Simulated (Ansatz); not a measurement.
Molecular dynamics, step by step

CH3Te (charge -1), closed shell, PBE0-D4/def2-SVPD (Ansatz 0.2.0). Settings (timestep in fs, temperature in K, friction in 1/fs; T counts 15 degrees of freedom, while the starting velocities carry no drift of the centre of mass, so T starts below the set value):

```yaml
hamiltonian: {xc: pbe0, dispersion: d4}
md: {n_steps: 30, timestep: 1.0, temperature: 1500, ensemble: nvt_langevin, seed: 552, friction: 0.05, initial_velocities: maxwell_boltzmann}
```

Start:

```json
{"atom": "C1", "x (Å)": "-0.1851", "y (Å)": "-0.9087", "z (Å)": "0.2078"}
{"atom": "Te2", "x (Å)": "1.1587", "y (Å)": "0.5856", "z (Å)": "0.2352"}
{"atom": "H3", "x (Å)": "-1.0514", "y (Å)": "-0.8544", "z (Å)": "0.8693"}
{"atom": "H4", "x (Å)": "-0.4760", "y (Å)": "-1.3422", "z (Å)": "-0.7506"}
{"atom": "H5", "x (Å)": "0.5538", "y (Å)": "2.5196", "z (Å)": "-0.5618"}
```

| step | time (fs) | potential energy less the start (meV) | kinetic energy (meV) | T (K) |
| --- | --- | --- | --- | --- |
| 0 | 0.00 | 0.0 | 775.6 | 1200 |
| 2 | 2.00 | 131.8 | 729.5 | 1129 |
| 4 | 4.00 | -34.3 | 1057.2 | 1636 |
| 6 | 6.00 | -55.3 | 923.1 | 1428 |
| 8 | 8.00 | -77.7 | 1178.2 | 1823 |
| 10 | 10.00 | -17.5 | 629.6 | 974 |
| 12 | 12.00 | 128.5 | 528.4 | 818 |
| 14 | 14.00 | -8.9 | 894.0 | 1383 |
| 16 | 16.00 | -167.0 | 795.3 | 1231 |
| 18 | 18.00 | -7.9 | 681.0 | 1054 |
| 20 | 20.00 | 87.3 | 591.3 | 915 |
| 22 | 22.00 | -13.8 | 561.8 | 869 |
| 24 | 24.00 | 18.1 | 918.5 | 1421 |
| 26 | 26.00 | 60.1 | 711.0 | 1100 |
| 28 | 28.00 | 26.5 | 927.9 | 1436 |
| 30 | 30.00 | 238.3 | 864.8 | 1338 |

Step 8, positions (Å) and forces (eV/Å):

```json
{"atom": "C1", "x": "-0.354", "y": "-0.878", "z": "0.225", "Fx": "-1.174", "Fy": "-0.646", "Fz": "0.943"}
{"atom": "Te2", "x": "1.186", "y": "0.588", "z": "0.239", "Fx": "-1.255", "Fy": "-0.684", "Fz": "-0.557"}
{"atom": "H3", "x": "-1.136", "y": "-0.878", "z": "1.088", "Fx": "1.291", "Fy": "0.616", "Fz": "-1.105"}
{"atom": "H4", "x": "-0.906", "y": "-1.316", "z": "-0.674", "Fx": "1.115", "Fy": "0.916", "Fz": "0.434"}
{"atom": "H5", "x": "0.733", "y": "2.144", "z": "-0.549", "Fx": "0.023", "Fy": "-0.202", "Fz": "0.285"}
```

Step 18, positions (Å) and forces (eV/Å):

```
atom       x       y       z      Fx      Fy      Fz
  C1  -0.541  -0.975   0.269  -0.243   1.320   0.638
 Te2   1.182   0.589   0.265  -1.685  -0.323  -0.898
  H3  -1.387  -0.438   0.906   1.279  -0.826  -1.413
  H4  -0.899  -1.209  -0.797   0.354   0.639   1.010
  H5   0.760   2.055  -0.737   0.294  -0.810   0.663
```

Step 24, positions (Å) and forces (eV/Å):

| atom | x | y | z | Fx | Fy | Fz |
| --- | --- | --- | --- | --- | --- | --- |
| C1 | -0.613 | -1.037 | 0.306 | 2.937 | -0.324 | -1.851 |
| Te2 | 1.164 | 0.569 | 0.267 | -1.348 | -0.112 | -0.583 |
| H3 | -1.373 | -0.448 | 0.707 | -1.988 | 1.584 | 1.228 |
| H4 | -0.823 | -1.003 | -0.807 | 0.102 | -0.293 | 0.509 |
| H5 | 0.676 | 1.956 | -0.774 | 0.297 | -0.856 | 0.697 |

Last step (30):

```xyz
5
angstrom
C -0.6159 -1.1012 0.2401
Te 1.1326 0.5537 0.2825
H -1.3548 -0.3216 0.8177
H -0.7643 -0.7214 -0.8040
H 0.6620 1.6493 -0.7845
```

The run took about 37 s on 2 CPU threads of an Intel Xeon Platinum 8488C (shared host).
